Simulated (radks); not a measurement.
Correlation energies from several functionals, in hartree. Species: Ne [Ne]; As [Ar] 3d10 4s2 4p3. Method: non-relativistic Kohn-Sham, LDA (Slater exchange, Perdew-Wang correlation), spin-polarised, spherical densities, point nucleus; computed with a radial shooting solver on a logarithmic mesh with Libxc functionals. Every spin shell is full or empty, so the densities are truly spherical. Functionals are evaluated on that one density, not self-consistently.

PW92: Ne -0.73980; As -2.9269
PZ: Ne -0.73717; As -2.9213
Wigner: Ne -0.51476; As -1.6714
PBE: Ne -0.34648; As -1.5570
PBEsol: Ne -0.40807; As -1.7842
LYP: Ne -0.38293; As -1.5572
PW91: Ne -0.37790; As -1.6908
OP (B88): Ne -0.37722; As -1.4966
TPSS: Ne -0.34985; As -1.5596
revTPSS: Ne -0.36075; As -1.5848
SCAN: Ne -0.34405; As -1.5698
B95: Ne -0.38729; As -1.8586
